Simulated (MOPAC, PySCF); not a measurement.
C3H6O2, SMILES `COC(C)=O` (C–O–C–O torsion 0°), neutral singlet in the gas phase. 

Z-matrix (Å, degrees):
```
C
O 1 1.2039
O 1 1.3493 2 123.35
C 3 1.4356 1 115.69 2 -0.05
H 4 1.0864 3 105.62 1 -179.89
H 4 1.0894 5 110.63 3 -119.58
H 4 1.0894 5 110.62 6 -120.84
C 1 1.5038 2 125.65 3 179.95
H 8 1.0861 1 109.50 2 -0.19
H 8 1.0907 9 110.05 1 120.95
H 8 1.0907 9 110.03 10 118.15
```
Charge 0, spin multiplicity 1.

All levels are single points at this geometry (B3LYP-D3(BJ)/def2-TZVP); Pople sets use spherical d functions. Orbital energies aren't observables, and empty levels follow the basis.

PM3 in MOPAC gives gap (eV) = 12.38.

Task: Estimate the gap (eV) from each of these levels: PBE-D3(BJ)/def2-TZVP in PySCF; TPSSh-D3(BJ)/def2-TZVP in PySCF; B3LYP/6-311+G** in PySCF; B3LYP/6-31G* in PySCF; BP86/6-31G* in PySCF; PBE/6-31G* in PySCF; SVWN5/6-31G* in PySCF; HF/3-21G in PySCF; HF/6-31G* in PySCF; AM1 in MOPAC; PM6 in MOPAC; PM7 in MOPAC.

Result: 
| level | gap (eV) |
|---|---|
| PBE-D3(BJ)/def2-TZVP in PySCF | 5.49 |
| TPSSh-D3(BJ)/def2-TZVP in PySCF | 6.86 |
| B3LYP/6-311+G** in PySCF | 7.75 |
| B3LYP/6-31G* in PySCF | 7.79 |
| BP86/6-31G* in PySCF | 5.50 |
| PBE/6-31G* in PySCF | 5.47 |
| SVWN5/6-31G* in PySCF | 5.43 |
| HF/3-21G in PySCF | 17.04 |
| HF/6-31G* in PySCF | 17.20 |
| AM1 in MOPAC | 12.68 |
| PM6 in MOPAC | 11.87 |
| PM7 in MOPAC | 12.01 |
